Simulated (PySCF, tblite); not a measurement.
C7H9FO.
Numbering: `[CH2:1]=[CH:2]/[C:3]([CH3:4])=[C:5](/[CH3:6])[C:7](=[O:8])[F:9]` (hydrogens: H10, H11 on C1; H12 on C2; H13, H14, H15 on C4; H16, H17, H18 on C6)

The geometry is computed with GFN2-xTB (gas phase).

Task: Give the optimised bond lengths and angles.

Result: 
```csv
bond,length (pm),order
C1=C2,133.3,double
C2–C3,145.2,single
C3–C4,149.9,single
C3=C5,136.5,double
C5–C6,150.7,single
C5–C7,145.6,single
C7=O8,119.0,double
C7–F9,137.8,single
C1–H10,107.7,single
C1–H11,107.7,single
C2–H12,107.8,single
"C4–H13, C4–H14, C4–H15",108.7,single
"C6–H16, C6–H17, C6–H18",108.8,single
```

Bonds in one row agree within 1 pm and their mean is given. Orders are formal, as drawn. A selection of angles:
```csv
angle,degrees
C1–C2–C3,125.1
C2–C3–C4,116.0
C2–C3–C5,123.3
C4–C3–C5,120.8
C3–C5–C6,121.3
C3–C5–C7,121.9
C6–C5–C7,116.9
C5–C7–O8,131.9
C5–C7–F9,112.1
O8–C7–F9,116.0
```

Dihedral angles: C1–C2–C3–C4 -1° (synperiplanar); C2–C3–C5–C6 180° (antiperiplanar); C3–C5–C7–O8 0° (synperiplanar). The mirror-image conformer, all signs reversed, is as good.

The 6 C–C bonds span 1.333 Å (C1=C2, drawn double) to 1.507 Å (C5–C6, drawn single), a spread of 0.174 Å. Of the pairs four or more bonds apart, O8···H12 is among the closest relative to their van der Waals radii: 2.07 Å, 76 % of the sum of Bondi's values. The 9 heavy atoms lie in one plane (0.003 Å rms).

Point group: near Cs, missed by 0.08 Å at most; the miss may be what the optimiser left on a soft mode. GFN2-xTB frequencies show an imaginary mode (88i cm⁻¹), so the point is no minimum at that level. 3 starts were optimised and ended at 0.00, 0.18 and 1.72 kcal/mol (GFN2-xTB); the lowest of these is shown.
